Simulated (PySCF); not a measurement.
NaSn⁺: one state, many levels of theory

State: ³Π (triplet), unpaired electrons σ ↑, π ↑. Set-up: Na def2-SVP, Sn def2-SVP with ECP28; scalar-relativistic core potentials (PySCF 2.14). De refers to Na⁺ + Sn in their high-spin ground configurations, without counterpoise correction. The functionals are run spin-unrestricted. A positive dipole points towards Sn; it is taken about the centre of mass and depends on that origin.

```csv
Level,Re (Å),ωe (cm⁻¹),De (eV),μ (D)
UHF,3.494,103,0.484,-10.90
UHF-MP2,3.458,107,0.50,n/a
UHF-SCS-MP2,3.464,106,0.497,n/a
UHF-CCSD,3.460,107,0.50,n/a
UHF-CCSD(T),3.457,107,0.51,n/a
PBE,3.433,103,0.66,-9.64
r²SCAN,3.437,104,0.56,-10.29
M06-L,3.482,104,0.492,-10.71
PBE0,3.409,106,0.60,-9.96
B97-3,3.433,106,0.53,-10.33
MN15,3.424,103,0.50,-10.54
LC-ωPBE,3.378,110,0.53,-10.36
```

(1) Which functional lies closest to UHF-CCSD(T) in De, which farthest, and by how much do they differ from it?

(2) What does a quarter of exact exchange do here, going from PBE to PBE0?

(3) What does the step from GGA to meta-GGA do here, going from PBE to r²SCAN?

Correlated steps freeze 5 core orbitals. Correlated levels converge slowly with the basis: in double zeta they bind strong bonds too weakly, by up to about 1 eV, and carry superposition errors of some tenths. These are scalar-relativistic numbers at best; spin–orbit coupling would shift them, the dissociation energy most. For an ion De counts to the pair picked by the measured ionisation energies or electron affinities, which need not be the lowest pair at this level. The state was picked by a PBE0 search and need not be the measured ground state.

The whole job (state search and all levels along the bond) took about 2 min on 1 thread of Intel Xeon Platinum 8375C @ 2.90GHz (shared host), peak memory 0.5 GiB.

## Answers

(1) Closest is MN15 (-3.3 pm in Re, -3.7 % in ωe, -0.01 eV in De against UHF-CCSD(T) in the same basis), farthest PBE (-2.4 pm in Re, -3.7 % in ωe, +0.15 eV in De). CCSD(T) converges more slowly with the basis than the functionals do and binds too weakly in this one, so the order can change at the basis-set limit.

(2) PBE0 less PBE: -2.4 pm in Re, +2.9 % in ωe, -0.06 eV in De. Exact exchange removes part of the self-interaction that spreads semilocal densities, and in most molecules shortens and stiffens the bond and lowers De; so it does here.

(3) r²SCAN less PBE: +0.4 pm in Re, +1.0 % in ωe, -0.10 eV in De.
